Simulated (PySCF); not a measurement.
Species: sum formula HBO$_{2}$Cl, net charge -1, singlet state. It need not be the lowest isomer of its formula. Whether it binds its extra electron was not tested at this geometry. 
Coordinates optimised at B3LYP-D3(BJ)/def2-TZVP (Ansatz):
```xyz
5

B      0.3376    -0.6097     0.1899
Cl    -0.3642     1.2753    -0.2916
O      1.5157    -0.7762     0.5772
O     -0.7657    -1.4410    -0.0342
H     -1.4962    -0.8935    -0.3367
```
Charge -1, spin multiplicity 1.

Dispersion corrections to the total energy (kcal/mol) from the dftd3 and dftd4 libraries through PySCF: D3(BJ) without and D4 with the three-body term, each with the damping fitted for the functional named.

| functional | D3(BJ) | D4 |
|---|---|---|
| B2GP-PLYP | ___ | -0.97 |
| TPSSh | -2.15 | -2.92 |
| HSE06 | -1.20 | -1.83 |
| B2PLYP | -1.56 | ___ |
| BP86 | -3.04 | -3.15 |
| revPBE | -4.79 | -7.86 |
| PBE | ___ | -2.38 |

**Question.** Fill in the missing entries.

**Answer.** 
- B2GP-PLYP, D3(BJ): -1.31
- B2PLYP, D4: -1.65
- PBE, D3(BJ): -1.85
